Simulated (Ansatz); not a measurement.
Start from `[SiH3]O[Si]O[SiH3]` and change one atom or group to get `F[Si]O[SiH3]`.

Ansatz, PBE0-D4/def2-TZVP geometries, multiplicity 1. Each molecule was computed in one conformer, which needn't be the lowest.

```
                                                                                  property  `[SiH3]O[Si]O[SiH3]`
                                                         HOMO energy (PBE/def2-TZVPP) / eV                 -5.97
                                                       HOMO energy (B3LYP/def2-TZVPP) / eV                 -6.90
ideal-gas entropy at 298 K and 1 bar (rigid rotor, harmonic PBE0-D4/def2-TZVP) / J/(mol·K)                   408
                                                       HOMO–LUMO gap (PBE/def2-TZVPP) / eV                  3.71
                                                      HOMO–LUMO gap (PBE0/def2-TZVPP) / eV                  5.67
                                                        HOMO energy (PBE0/def2-TZVPP) / eV                 -7.08
```

Task: Give the same properties after the change, and the shifts. (Estimate.)

Result: Ansatz gave: 
| property | `F[Si]O[SiH3]` | shift |
| --- | --- | --- |
| HOMO energy (PBE/def2-TZVPP) / eV | -6.60 | -0.63 |
| HOMO energy (B3LYP/def2-TZVPP) / eV | -7.56 | -0.66 |
| ideal-gas entropy at 298 K and 1 bar (rigid rotor, harmonic PBE0-D4/def2-TZVP) / J/(mol·K) | 342 | -66 |
| HOMO–LUMO gap (PBE/def2-TZVPP) / eV | 4.04 | 0.33 |
| HOMO–LUMO gap (PBE0/def2-TZVPP) / eV | 6.02 | 0.35 |
| HOMO energy (PBE0/def2-TZVPP) / eV | -7.74 | -0.66 |

With PBE0 the HOMO falls by 0.66 eV and the LUMO falls by 0.31 eV, so the gap widens by about 0.35 eV. PBE moves the HOMO by -0.63 eV and ωB97M-V by -0.66 eV. The zero-point energy changes by -71.9 kJ/mol with -12 modes. Modes under 60 cm⁻¹, often nearly free rotors, make the harmonic entropy too high.

B3LYP here is the variant with VWN-RPA as its local correlation; programs differ in this.
